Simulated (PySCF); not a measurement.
Working out the excitation energy of C

C [He] 2s2 2p2 (3P) → C [He] 2s2 2p1 3s1 (3P). All numbers are calculated (PySCF 2.14, no relativity, point nucleus, in aug-cc-pVDZ (4s3p2d, 23 functions)). Frozen: 1s2. Energies in hartree (1 hartree = 27.21139 eV):

```tsv
part	C (lower)	C (upper)
UHF	-37.687763	-37.404538
MP2 opposite-spin	-0.043899	-0.043355
MP2 same-spin	-0.009802	-0.005213
```

Problem. What does Hartree-Fock give?

Solution. (-37.404538) − (-37.687763) = 0.283225 hartree = 7.707 eV.

Problem. What do MP2 and SCS-MP2 (6/5 opposite-spin, 1/3 same-spin) give?

Solution. The opposite-spin parts differ by 0.015 eV and the same-spin parts by 0.125 eV. MP2: 7.707 + (0.015) + (0.125) = 7.847 eV. SCS-MP2: 7.707 + 1.2 × (0.015) + (0.125)/3 = 7.767 eV.

Measured between the centres of the two terms (NIST): 7.482 eV, so MP2 (valence) is off by 0.365 eV.

A double-zeta basis recovers only part of the correlation energy.

What remains against the reference includes basis incompleteness, the frozen core and correlation beyond second order.
